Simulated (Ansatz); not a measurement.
Energy difference R1 + R2 → P1 + P2, each structure at its B3LYP-D3(BJ)/def2-TZVP stationary point, reached from a drawn start (curvature not checked).
R1, CH5Sn (SMILES [CH3][SnH2]) (charge 0, multiplicity 2, Z-matrix in Å and degrees):
```
C
H 1 1.0879
H 1 1.0879 2 109.68
H 1 1.0905 2 109.56 3 120.29
Sn 1 2.1794 2 109.92 3 -120.96
H 5 1.7327 1 109.00 2 -61.03
H 5 1.7327 6 107.60 1 118.07
```
P1, H2Sn (SMILES [SnH2]) (charge 0, multiplicity 1, Z-matrix in Å and degrees):
```
Sn
H 1 1.7806
H 1 1.7806 2 90.56
```
P2, CH4 (SMILES C) (charge 0, multiplicity 1, Z-matrix in Å and degrees):
```
C
H 1 1.0893
H 1 1.0893 2 109.47
H 1 1.0893 2 109.47 3 -120.00
H 1 1.0893 2 109.47 3 120.00
```
R2: H atom, charge 0, multiplicity 2.

P less R. No zero-point or thermal terms; singlets are restricted closed shells; open shells are unrestricted; no spin–orbit coupling.

Frozen-core correlation throughout. In cc and def2 sets filled d and f shells under p-block atoms count as core. CBS(a, b) extrapolates the correlation energy as X⁻³ and adds the Hartree–Fock energy of set b.

Run with Ansatz (a first-principles code) with Gaussian orbitals. All values are computed, each at the level named. Elements past Kr take the def2 small-core potentials, without spin–orbit coupling.

```
level                                reaction energy (eV)
-----------------------------------  --------------------
BLYP/def2-TZVPP                                    -3.203
B3LYP/def2-TZVPP                                   -3.159
PBE0/def2-TZVPP                                    -2.809
MP2/CBS(def2-TZVPP, def2-QZVPP)                    -2.711
SCS-MP2/def2-SVP                                   -2.889
SCS-MP2/def2-TZVPP                                 -2.898
CCSD/def2-SVP                                           ?
CCSD(T)/def2-QZVPP                                      ?
CCSD(T)/CBS(def2-TZVPP, def2-QZVPP)                     ?
```

**Question.** Complete the blanks.

**Answer.** 
- CCSD/def2-SVP, reaction energy (eV): -3.008
- CCSD(T)/def2-QZVPP, reaction energy (eV): -2.919
- CCSD(T)/CBS(def2-TZVPP, def2-QZVPP), reaction energy (eV): -2.918
